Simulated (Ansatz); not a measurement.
`[NH2][SnH2][OH]`, one more setting.

```yaml
crystal:
  periodic: [false, false, false]
  atoms:
    - {symbol: N, position_ang: [-1.215787, 0.494496, -0.768565]}
    - {symbol: Sn, position_ang: [0.443781, 0.179962, 0.320232]}
    - {symbol: O, position_ang: [0.279355, -1.682982, 0.926308]}
    - {symbol: H, position_ang: [-1.612498, 1.419476, -0.680027]}
    - {symbol: H, position_ang: [-1.153786, 0.258867, -1.748779]}
    - {symbol: H, position_ang: [0.361613, 1.204864, 1.678365]}
    - {symbol: H, position_ang: [1.908849, 0.259043, -0.567643]}
    - {symbol: H, position_ang: [1.080672, -2.190826, 0.784210]}
basis:
  gaussian: {orbitals: ANO-RCC-VTZP}
total_charge: -1
magnetization: {spin_polarized: true, initial_magnetization: 1}
hamiltonian: {xc: {name: B2GP-PLYP}}
```

```sh
$ ansatz run in.yaml --threads 2 --pin off --events-out ev --progress --plain --max-ram 4352MiB
```

Shortened log:

```
Functional definition: B2GP-PLYP
1302 factors; integrals over basis functions are off by at most 1.1e-3 eV
mean field evaluation 1: about -171654.1346 eV, gradient 2.6e1 eV
mean field evaluation 2: about -171654.1916 eV, gradient 2.6e1 eV
mean field evaluation 4: about -171656.9524 eV, gradient 2.4e0 eV
mean field evaluation 8: about -171657.0480 eV, gradient 3.2e-1 eV
mean field evaluation 16: about -171657.0771 eV, gradient 8.1e-2 eV
mean field evaluation 32: about -171657.0809 eV, gradient 7.3e-3 eV
mean field -171657.08097061 eV, -6308.2813723214 hartree, gradient 6.9e-6 eV, S^2 0.750647; 9 other end points of the search recorded, 0 dependent functions left out
20 core orbitals not correlated: weight in the atoms' cores, before any rotation towards them, 1.000 or more for the frozen orbitals, at most 0.000 for the correlated occupied ones
reference -171657.08109563 eV, -6308.2813769160 hartree; 16, 15 occupied and 162, 163 virtual orbitals, 1302 factors
second order -31.65228381 eV of doubles, -0.00000000 eV of singles
Total energy: -171668.47591780 eV, -6308.7001289071 hartree
Relativity: scalar
```

It took 100 s on 2 threads of an Arm Neoverse V1 on a shared host, with 0.93 GiB of host memory at the peak.
